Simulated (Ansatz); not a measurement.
`OCC1C[SiH2]1` → `[CH2]` (triplet) + `OC1C[SiH2]1` at 400 K and 1 bar (formal loss of a carbene).

Computed with Ansatz on PBE0-D4/def2-TZVP structures; ΔE is electronic, products minus reactants. CCSD(T)/CBS is the MP2 limit (def2-TZVPP, def2-QZVPP) plus CCSD(T) − MP2 in def2-TZVPP, frozen cores. This one scheme is used for every species. Triplets are unrestricted, without spin–orbit coupling. Each species was taken in one conformer, which may not be the lowest.

| species | CCSD(T)/CBS energy (Eh) | H − E (kJ/mol) | S (J/(mol·K)) |
| --- | --- | --- | --- |
| `OCC1C[SiH2]1` | -483.17443 | 303.6 | 364.9 |
| `[CH2]` (triplet) | -39.09499 | 59.0 | 205.7 |
| `OC1C[SiH2]1` | -443.90503 | 221.5 | 328.4 |

H − E and S are ideal-gas, rigid-rotor, harmonic terms from PBE0-D4/def2-TZVP, for one conformer and one mirror image of each species, with the whole ground term of open shells counted as degenerate. 1 Eh = 2625.50 kJ/mol, R = 8.31446 J/(mol·K).

Question: By hand: ΔE, ΔH, ΔS and ΔG.

Answer: ΔE = (-39.09499) + (-443.90503) − (-483.17443) = 0.17441 Eh = 457.9 kJ/mol. Δ(H − E) = 59.0 + 221.5 − 303.6 = -23.1, so ΔH = 434.8 kJ/mol. ΔS = 205.7 + 328.4 − 364.9 = 169.2 J/(mol·K). ΔG = 434.8 − 400 × (169.2)/1000 = 367.1 kJ/mol.

Question: By hand: the equilibrium constant, and the temperature at which ΔG would vanish if ΔH and ΔS stayed fixed.

Answer: log₁₀ K = −ΔG/(RT ln 10) = -47.9. ΔG = 0 at ΔH/ΔS = 2570 K, far beyond where these terms or the molecules hold.

The number of gas molecules changes by +1, which sets the sign of ΔS. A doubt of 5 kJ/mol in ΔE shifts log₁₀ K by 0.7 here. Other conformers and mirror images would add mixing entropy, several J/(mol·K) or more a flexible species. A triplet takes part, so the spin changes. These are equilibria of isolated gas molecules and say nothing of rates. Largest T1 diagnostic: 0.011 (customary marks: 0.02 for closed shells, 0.045 for open ones).
